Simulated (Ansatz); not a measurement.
C$_{2}$H$_{9}$NOSi$_{2}$, SMILES `C=C[SiH2]N[SiH2]O`. Charge 0, multiplicity 1. The structure was optimised at the PBE0-D4/def2-TZVP level. It is one conformer, not always the lowest.

```xyz
15

C    -1.311    0.128   -2.047
C    -1.004   -0.791   -1.132
Si   -1.083   -0.453    0.699
N     0.480   -0.495    1.435
Si    1.773    0.608    1.149
O     1.558    1.296   -0.327
H    -1.263   -0.071   -3.114
H    -1.632    1.126   -1.761
H    -0.689   -1.775   -1.480
H    -1.714    0.885    0.854
H    -1.905   -1.496    1.371
H     0.674   -1.285    2.032
H     1.807    1.760    2.082
H     3.045   -0.157    1.275
H     1.263    0.720   -1.038
```

Q: What is the dipole moment at ωB97M-V/def2-TZVPP? (An estimate is asked.)

A: The calculation gave: 2.06 D, with components (-0.42, -1.92, -0.63) D in this frame, pointing from negative to positive charge.

Q: And with PBE, r2SCAN, B3LYP? (Estimate.)

A: Computed: PBE 2.01 D, r2SCAN 2.05 D, B3LYP 2.05 D.

Q: Give the Mulliken charges with ωB97M-V, PBE, B3LYP in def2-TZVPP. (An estimate is asked.)

A: The calculation gave: 
```tsv
atom	ωB97M-V	PBE	B3LYP
C1	-0.19	-0.18	-0.20
C2	-0.30	-0.20	-0.24
Si3	0.32	0.29	0.39
N4	-0.37	-0.29	-0.36
Si5	0.47	0.44	0.54
O6	-0.40	-0.36	-0.40
H7	0.12	0.11	0.12
H8	0.12	0.11	0.12
H9	0.11	0.09	0.09
H10	-0.03	-0.07	-0.08
H11	-0.03	-0.07	-0.08
H12	0.10	0.13	0.13
H13	-0.05	-0.09	-0.10
H14	-0.07	-0.10	-0.11
H15	0.19	0.19	0.19
```

B3LYP here is the variant with VWN-RPA as its local correlation; programs differ in this.
